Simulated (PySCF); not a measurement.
Working out the ionisation energy of Te²⁺

Te²⁺ [Kr] 4d10 5s2 5p2 (3P) → Te³⁺ [Kr] 4d10 5s2 5p1 (2P). Computed with PySCF 2.14 in x2c-TZVPall, with scalar relativity by spin-free X2C-1e. Frozen: [Kr] 4d10. Energies in hartree (1 hartree = 27.21139 eV):

| part | Te²⁺ (lower) | Te³⁺ (upper) |
| --- | --- | --- |
| UHF | -6789.894794 | -6788.905195 |
| MP2 opposite-spin | -0.037397 | -0.031636 |
| MP2 same-spin | -0.007241 | -0.002164 |

Q: What does Hartree-Fock give?

A: (-6788.905195) − (-6789.894794) = 0.989599 hartree = 26.928 eV.

Q: What do MP2 and SCS-MP2 (6/5 opposite-spin, 1/3 same-spin) give?

A: The opposite-spin parts differ by 0.157 eV and the same-spin parts by 0.138 eV. MP2: 26.928 + (0.157) + (0.138) = 27.223 eV. SCS-MP2: 26.928 + 1.2 × (0.157) + (0.138)/3 = 27.162 eV.

Reference: 27.84 ± 0.04 eV (measured; NIST Atomic Spectra Database, ionization energies), between the lowest levels; spin-orbit coupling is absent from the calculation.

What remains against the reference includes basis incompleteness, the frozen core and correlation beyond second order.
